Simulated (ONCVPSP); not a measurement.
**Configuration tests for nitrogen (N) (ONCV)**

```
Element                 : nitrogen
Generator               : ONCVPSP 4.0.1
Type                    : optimised norm-conserving Vanderbilt (ONCV)
Functional              : PBE
Relativity              : scalar-relativistic
Frozen core             : [He]
Valence charge          : 5
Reference configuration : 2s2 2p3
Partial waves           : 2s: rc 0.70 bohr, ncon 4, nbas 8, qcut 8.6 1/bohr, 2 projectors, debl 0.9 Ha; 2p: rc 2.35 bohr, ncon 4, nbas 8, qcut 6.6 1/bohr, 2 projectors, debl 3.3 Ha; d scattering state at 0.2 Ha: rc 2.40 bohr, ncon 4, nbas 9, qcut 4.1 1/bohr, 1 projector
Local potential         : polynomial inside 0.55 bohr (lpopt 5, dvloc0 2 Ha)
Core correction         : polynomial model core, fcfact 0.7
```

Energies are relative to the spin-unpolarised reference configuration 2s2 2p3; without spin polarisation the order of configurations can differ from experiment.

```tsv
valence configuration	charge	ΔE all-electron (eV)	error AE − PS (meV)
2s2 2p2	+1	13.591	+122
2s2 2p1	+2	42.445	+786
```

Q: What are ΔE and the potential's error for 2s0 2p5?

A: ΔE = 23.041 eV all-electron; the error (AE − PS) is -73 meV.

Q: What are ΔE and the potential's error for 2s2 2p0?

A: ΔE = 89.527 eV all-electron; the error (AE − PS) is +2691 meV.

Levels in the configuration 2s2 2p0:

```
level  all-electron (eV)  pseudo (eV)
   2s            -68.125      -66.684
```

Note: ghosts flagged at negative energy: s at -292.0 eV; GHOST(+) flagged for d at 15.7 eV, p at 70.5 eV. A true bound ghost makes a file unfit for plane-wave use.
